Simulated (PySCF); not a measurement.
**Vertical excitation energies**

Compound: CH8F2Si3.
Geometry (GFN2-xTB, Å), atoms numbered from 1 in this order:
```xyz
14
CH8F2Si3 angstrom
C     -1.2971   -1.3509   -0.4237
Si     0.0132   -0.2267    0.3952
F      0.2198   -0.9306    1.8644
Si    -0.8475    1.8968    0.8147
Si     2.0747   -0.5058   -0.6168
F      2.0411    0.5209   -1.8700
H     -2.2503   -1.2868    0.0953
H     -0.9910   -2.3944   -0.4075
H     -1.4687   -1.0747   -1.4601
H     -2.1241    1.8764    1.5386
H      0.0738    2.7094    1.6160
H     -1.0809    2.6106   -0.4440
H      2.3887   -1.7828   -1.2575
H      3.2476   -0.0619    0.1333
```

Method: TDDFT PBE0/def2-SVPD, vertical, gas phase, core orbitals frozen in the response (PySCF).

```tsv
state	E (eV)	λ (nm)	f	|μ| (D)	main configurations (H = HOMO, L = LUMO)
S1	5.46	227.1	0.095	2.15	H→L (95%)
S2	5.91	209.8	0.0077	0.58	H-1→L (98%)
S3	6.42	193.2	0.102	2.05	H→L+1 (93%)
S4	6.89	179.9	0.0044	0.41	H-2→L (94%)
S5	7.03	176.5	0.066	1.57	H-1→L+1 (88%)
S6	7.36	168.4	0.032	1.07	H→L+2 (80%)
S7	7.44	166.7	0.0039	0.37	H-3→L (80%), H-4→L (11%)
S8	7.59	163.3	0.094	1.80	H→L+3 (66%), H-4→L (14%)
```

Triplets, Tamm–Dancoff:

```tsv
state	E (eV)	λ (nm)	main configurations (H = HOMO, L = LUMO)
T1	4.63	267.7	H→L (96%)
T2	5.40	229.5	H-1→L (90%)
T3	5.59	221.9	H→L+1 (94%)
```

The lowest singlet lies at 5.46 eV (227 nm, ultraviolet) and is of moderate strength; its leading configuration is HOMO→LUMO (95%). The most intense listed level is S3 at 6.42 eV (193 nm, f = 0.102), 0.96 eV above S1. Löwdin shares by element: HOMO silicon 64%, fluorine 9% or more (atoms not listed hold the other 27%); LUMO silicon 69%, hydrogen 6% or more (atoms not listed hold the other 25%). Orbital energies (eV): HOMO-3 -10.06, HOMO-2 -9.76, HOMO-1 -8.70, HOMO -8.18, LUMO -1.52, LUMO+1 -0.61, LUMO+2 0.34. Of the 8 states listed, 5 reach f = 0.01 and none stays under 0.0005. Weighted by f, the mean energy of these states is 6.64 eV. Only the lowest 8 singlets were computed, as vertical energies without vibronic structure.

Time: 32 s; peak memory 0.82 GiB. Hardware: one thread, Arm Neoverse V2 (aarch64), on a shared host.

One conformer stands for the species.
